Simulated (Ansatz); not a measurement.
H6S2Si2, SMILES `[SiH3][SiH2]SS`, one more setting.

```yaml
crystal:
  periodic: [false, false, false]
  atoms:
    - {symbol: Si, position_ang: [0.228842, 1.988690, 0.287241]}
    - {symbol: Si, position_ang: [-0.521500, -0.211441, -0.015926]}
    - {symbol: S, position_ang: [1.166296, -1.493951, 0.328555]}
    - {symbol: S, position_ang: [0.251402, -3.326452, 0.071611]}
    - {symbol: H, position_ang: [1.319478, 2.295379, -0.675140]}
    - {symbol: H, position_ang: [0.734490, 2.172893, 1.672735]}
    - {symbol: H, position_ang: [-0.901464, 2.927483, 0.053587]}
    - {symbol: H, position_ang: [-1.610055, -0.547092, 0.938384]}
    - {symbol: H, position_ang: [-1.023274, -0.413765, -1.401682]}
    - {symbol: H, position_ang: [0.438986, -3.442744, -1.256466]}
basis:
  gaussian: {orbitals: aug-cc-pVTZ, nuclear_model: gaussian}
magnetization: {spin_polarized: true, initial_magnetization: 0}
hamiltonian: {xc: {name: B97}}
output: {forces: true}
```

```sh
$ ansatz run in.yaml --threads 4 --pin off --events-out ev --progress --plain --max-ram 10444MiB
```

Shortened log:

```
Functional definition: B97
1768 factors; their error is unknown
mean field evaluation 1: about -37519.8981 eV, gradient 1.2e1 eV
mean field evaluation 2: about -37520.5239 eV, gradient 7.9e0 eV
mean field evaluation 4: about -37520.9146 eV, gradient 8.1e-1 eV
mean field evaluation 8: about -37521.0449 eV, gradient 1.7e-1 eV
mean field evaluation 16: about -37521.0450 eV, gradient 9.7e-6 eV
mean field -37521.04500970 eV, -1378.8729714288 hartree, gradient 9.9e-6 eV, S^2 0.000000; 0 other end points of the search recorded, 0 dependent functions left out
reference -37521.04506089 eV, -1378.8729733099 hartree; 33, 33 occupied and 305, 305 virtual orbitals, 1768 factors
Total energy: -37521.04506089 eV, -1378.8729733099 hartree
Atom 0 at     0.228842     1.988690     0.287241 Å, force     0.032488     0.145544     0.015917 eV/Å
Atom 1 at    -0.521500    -0.211441    -0.015926 Å, force    -0.256187     0.126183    -0.057721 eV/Å
Atom 2 at     1.166296    -1.493951     0.328555 Å, force     0.506385     0.345265     0.140700 eV/Å
Atom 3 at     0.251402    -3.326452     0.071611 Å, force    -0.255838    -0.617054     0.033074 eV/Å
Atom 4 at     1.319478     2.295379    -0.675140 Å, force     0.022186     0.018166    -0.015280 eV/Å
Atom 5 at     0.734490     2.172893     1.672735 Å, force     0.012067     0.015889     0.025866 eV/Å
Atom 6 at    -0.901464     2.927483     0.053587 Å, force    -0.016808     0.029863    -0.002072 eV/Å
Atom 7 at    -1.610055    -0.547092     0.938384 Å, force    -0.031335    -0.012987     0.016456 eV/Å
Atom 8 at    -1.023274    -0.413765    -1.401682 Å, force    -0.021734    -0.010127    -0.030320 eV/Å
Atom 9 at     0.438986    -3.442744    -1.256466 Å, force     0.008776    -0.040743    -0.126619 eV/Å
Dipole moment:    -0.126959     0.120482    -0.184713 e Å
```

It took 24 s on 4 threads of an Arm Neoverse V2 on a shared host, with 1.8 GiB of host memory at the peak.
